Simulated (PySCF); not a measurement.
## Nuclear repulsion and electron count by hand

System: Cl3Si (SMILES Cl[Si](Cl)Cl), doublet, at a GFN2-xTB geometry. Level: CCSD(T)/STO-3G in PySCF. Sums are taken with unrounded values, so a last digit can differ.

Coordinates (Å):

```
atom         x         y         z
----  --------  --------  --------
Si1    0.30535   0.30108   0.30322
Cl2   -0.85135  -0.87589   1.47732
Cl3    1.47133  -0.85554  -0.88186
Cl4   -0.87145   1.48348  -0.84517
```

Question: Work out the nuclear repulsion energy and the numbers of alpha and beta electrons.

Answer: In atomic units each pair adds Z_i Z_j / r_ij, with r in bohr (1 bohr = 0.529177 Å).
| pair | r (Å) | r (bohr) | Z_i Z_j | term (Eh) |
|---|---|---|---|---|
| Si1-Cl2 | 2.0253 | 3.8272 | 238 | 62.1863 |
| Si1-Cl3 | 2.0253 | 3.8272 | 238 | 62.1863 |
| Si1-Cl4 | 2.0253 | 3.8272 | 238 | 62.1863 |
| Cl2-Cl3 | 3.3107 | 6.2564 | 289 | 46.1927 |
| Cl2-Cl4 | 3.3107 | 6.2564 | 289 | 46.1927 |
| Cl3-Cl4 | 3.3107 | 6.2564 | 289 | 46.1927 |
The sum is 325.1371 Eh; PySCF gives 325.1371 Eh. The atomic numbers add up to 65, so at charge +0 there are 65 electrons; multiplicity 2 means 1 unpaired, so 33 alpha and 32 beta.
